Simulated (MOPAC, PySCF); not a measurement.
H₃AlS₃, SMILES `[SH][Al]([SH])[SH]`, neutral singlet in the gas phase. 

Cartesian coordinates (Å):
```xyz
7

S      2.0876    -0.7493     0.2131
Al    -0.0463    -0.3475     0.0144
S     -0.9061     1.6504    -0.1772
S     -1.3731    -2.0735     0.0097
H      2.4241     0.5504     0.1338
H      0.2836     2.2713    -0.0898
H     -2.4699    -1.3019    -0.1039
```
Charge 0, spin multiplicity 1.

All levels are single points at this geometry (r2SCAN-D4/def2-TZVP); Pople sets use spherical d functions. Orbital energies aren't observables, and empty levels follow the basis.

```tsv
level	HOMO (eV)	LUMO (eV)	gap (eV)	dipole (D)	vertical IE, Delta-SCF (eV)
PBE-D3(BJ)/def2-TZVP in PySCF	-6.51	-1.50	5.02	1.50	–
r2SCAN-D4/def2-TZVP in PySCF	-6.81	-1.20	5.62	1.59	–
B3LYP/6-311+G** in PySCF	-7.51	-1.32	6.20	1.83	–
B3LYP/6-31G* in PySCF	-7.40	-0.95	6.45	1.95	9.51
B3LYP/LANL2DZ in PySCF	-7.62	-1.29	6.33	2.48	–
BP86/6-31G* in PySCF	-6.56	-1.63	4.93	1.96	–
M06-2X/6-31G* in PySCF	-8.83	-0.11	8.72	2.00	–
PBE/6-31G* in PySCF	-6.46	-1.55	4.92	1.98	–
HF/6-31G* in PySCF	-10.50	2.12	12.62	2.08	9.17
HF/STO-3G in PySCF	-6.84	8.34	15.18	1.46	–
AM1 in MOPAC	-9.64	-1.69	7.95	2.35	–
PM6 in MOPAC	-9.63	0.16	9.79	2.00	–
PM7 in MOPAC	-10.14	-1.24	8.90	3.04	–
```
